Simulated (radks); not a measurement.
Task: The mean radii <r> (bohr) of the occupied orbitals of an atom or ion are listed with their occupations. All-electron calculation, scalar-relativistic Kohn-Sham, PBE, spin-polarised, spherical densities, finite nucleus; Fermi nuclear charge, rms radius of each element as measured or else 0.836 A^(1/3) + 0.57 fm. Program: a radial shooting solver on a logarithmic mesh with Libxc functionals.

orbital  occ.      <r>
1s          2  0.08573
2s          2   0.4141
2p          6   0.3767
3s          2    1.406
3p          6    1.664

Name the element and its charge. Open shells, if any, are filled with parallel spins first.

Result: Z = 18, argon, charge 0: Ar in [Ar]. The 1s radius gives Z: for a bare nucleus <r> = (2 gamma + 1)/(2Z) with gamma = sqrt(1 - (Z/c)^2), 0.08285 bohr for Z = 18, and screening makes it slightly larger (0.08573 here). The occupations add up to 18, and the charge is Z minus that.
